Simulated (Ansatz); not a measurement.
Reaction (cleavage of the P–B bond): `CB(N)P` + `N=CF` → `F/C=N/P` + `CBN`

Isolated molecules relaxed with PBE0-D4/def2-TZVP in Ansatz; ΔE leaves out vibrations. CCSD(T)/CBS adds triple-zeta CCSD(T) − MP2 to the extrapolated MP2 energy (def2 sets, frozen cores). This one scheme is used for every species. DFT in def2-TZVPP. HSE06 is defined as in plane-wave codes. One conformer a species, not always the lowest.

| level | ΔE (eV) |
| --- | --- |
| LDA (SPW92) | 0.47 |
| revPBE-D4 | 0.47 |
| HSE06 | 0.44 |
| MP2/def2-TZVPP | 0.41 |

**Question.** What does CCSD(T)/CBS give? (Best estimate.)

**Answer.** Ansatz gave: +0.43 eV. The listed levels differ from it by 0.04, 0.04, 0.01, -0.02 eV.

Largest T1 diagnostic among the species: 0.014.

Leaving LDA and LC-ωPBE aside and taking each functional with its dispersion term where it has one, the values, not all of them listed here, spread over 0.12 eV, from CAM-B3LYP-D4 to revPBE-D4. In def2-TZVPP, CCSD(T) changes the Hartree–Fock value by +0.16 eV (the triples alone add +0.01 eV) and MP2 by +0.14 eV.
